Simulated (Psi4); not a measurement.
**GeCl2F2 (SMILES [F][Ge]([F])([Cl])[Cl]): methods side by side**

The species is GeCl2F2 (5 atoms), meant as a singlet with charge 0. SMILES: `[F][Ge]([F])([Cl])[Cl]`. The shape was relaxed beforehand at PBE0/def2-TZVP.

Quantity: the HOMO–LUMO gap, in eV. The values are calculated.

```
                                 level                    kind  program  value (eV)  CPU time
   PBE-D4/def2-TZVPP (density fitting)                     GGA     Psi4        5.71      24 s
r2SCAN-D4/def2-TZVPP (density fitting)                meta-GGA     Psi4        6.40      44 s
 B3LYP-D4/def2-TZVPP (density fitting)           global hybrid     Psi4        7.60      23 s
  PBE0-D4/def2-TZVPP (density fitting)           global hybrid     Psi4        8.26      24 s
  wB97M-V/def2-TZVPP (density fitting)  range-separated hybrid     Psi4       12.70      45 s
```

All-electron rows without a relativistic Hamiltonian named are non-relativistic. The values span 5.71 to 12.70 eV. Orbital gaps aren't excitation energies; they tend to grow with the share of exact exchange. CPU times are rough (shared hosts, several kinds of processor and program).
